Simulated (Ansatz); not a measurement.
Start from `OBF` and change one atom or group to get `FBO[SiH3]`.

Ansatz, PBE0-D4/def2-TZVP geometries, multiplicity 1. Each molecule was computed in one conformer, which needn't be the lowest.

```tsv
property	`OBF`
HOMO energy (B3LYP/def2-TZVPP) / eV	-10.22
size of the dipole moment (PBE/def2-TZVPP) / D	1.13
HOMO–LUMO gap (PBE/def2-TZVPP) / eV	8.06
HOMO–LUMO gap (ωB97M-V/def2-TZVPP) / eV	15.03
LUMO energy (B3LYP/def2-TZVPP) / eV	0.08
size of the dipole moment (B3LYP/def2-TZVPP) / D	1.06
```

**Question.** Give the same properties after the change, and the shifts. (Estimate.)

**Answer.** The calculation gave: 
| property | `FBO[SiH3]` | shift |
| --- | --- | --- |
| HOMO energy (B3LYP/def2-TZVPP) / eV | -9.24 | 0.98 |
| size of the dipole moment (PBE/def2-TZVPP) / D | 1.73 | 0.60 |
| HOMO–LUMO gap (PBE/def2-TZVPP) / eV | 7.04 | -1.02 |
| HOMO–LUMO gap (ωB97M-V/def2-TZVPP) / eV | 13.48 | -1.55 |
| LUMO energy (B3LYP/def2-TZVPP) / eV | -0.20 | -0.28 |
| size of the dipole moment (B3LYP/def2-TZVPP) / D | 1.86 | 0.80 |

With PBE0 the HOMO rises by 0.99 eV and the LUMO falls by 0.36 eV, so the gap narrows by about 1.35 eV. PBE moves the HOMO by 0.78 eV and ωB97M-V by 1.06 eV. The zero-point energy changes by 40.1 kJ/mol with +9 modes. Dipoles are sizes alone; their direction can turn.

B3LYP here is the variant with VWN-RPA as its local correlation; programs differ in this.
